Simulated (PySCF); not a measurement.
Energy of Ti (titanium, neutral) between two integer charges

The 4s beta orbital of [Ar] 3d2 4s2 is emptied in steps (occupation f), with all orbitals relaxed, ending at [Ar] 3d2 4s1. Computed with PySCF 2.14 in aug-cc-pVTZ (8s7p5d3f2g, 93 functions), with the non-relativistic Hamiltonian (point nucleus). The exact energy is a straight line in f; departures are measured from the line between the end points of the same method.

Problem. Among UHF, LDA, PBE, which shows the largest delocalisation error (convex curve), and which is closest to linear?

Solution. Most convex: LDA (-0.659 eV at f = 0.5); closest to linear: UHF (0.040 eV).

```csv
f,UHF (eV),LDA (eV),PBE (eV)
1,0.000,0.000,0.000
0.9,0.017,-0.236,-0.227
0.7,0.036,-0.553,-0.531
0.5,0.040,-0.659,-0.634
0.3,0.032,-0.554,-0.533
0.1,0.013,-0.237,-0.222
0,0.000,0.000,0.000
```

| method | E(f=0) − E(f=1) (eV) | −ε at f=1 (eV) | −ε at f=0.5 (eV) |
| --- | --- | --- | --- |
| UHF | 5.525 | 5.716 | 5.513 |
| LDA | 6.879 | 4.262 | 6.875 |
| PBE | 6.645 | 4.130 | 6.639 |

Reference removal energy between the ground levels: 6.828 eV (measured; NIST Atomic Spectra Database, ionization energies). The calculation has no spin-orbit coupling. UHF lacks correlation.
